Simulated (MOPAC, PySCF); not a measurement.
CH6OSi2, SMILES `CO[SiH]=[SiH2]` (C–O–Si–Si torsion 142°), neutral singlet in the gas phase. 

Cartesian coordinates (Å):
SMILES: [SiH2]=[SiH]OC
```xyz
10

C     -2.0152    -0.3056    -0.1637
O     -0.6478    -0.3439    -0.5550
Si     0.5982     0.5197     0.0464
Si     2.6333    -0.3113     0.3445
H     -2.2225     0.5500     0.4848
H     -2.6317    -0.2360    -1.0599
H     -2.2607    -1.2257     0.3694
H      0.0351     1.5164     1.0047
H      3.4837     0.9154     0.3999
H      3.0275    -1.0790    -0.8710
```
Charge 0, spin multiplicity 1.

All levels are single points at this geometry (B3LYP-D3(BJ)/def2-TZVP); Pople sets use spherical d functions. Orbital energies aren't observables, and empty levels follow the basis.

PBE-D3(BJ)/def2-TZVP in PySCF gives dipole (D) = 2.70.

Estimate the dipole (D) from each of these levels: TPSSh-D3(BJ)/def2-TZVP in PySCF; B3LYP/LANL2DZ in PySCF; M06-2X/6-31G* in PySCF; PM6 in MOPAC; PM7 in MOPAC.


| level | dipole (D) |
|---|---|
| TPSSh-D3(BJ)/def2-TZVP in PySCF | 2.82 |
| B3LYP/LANL2DZ in PySCF | 2.83 |
| M06-2X/6-31G* in PySCF | 2.98 |
| PM6 in MOPAC | 3.26 |
| PM7 in MOPAC | 1.76 |
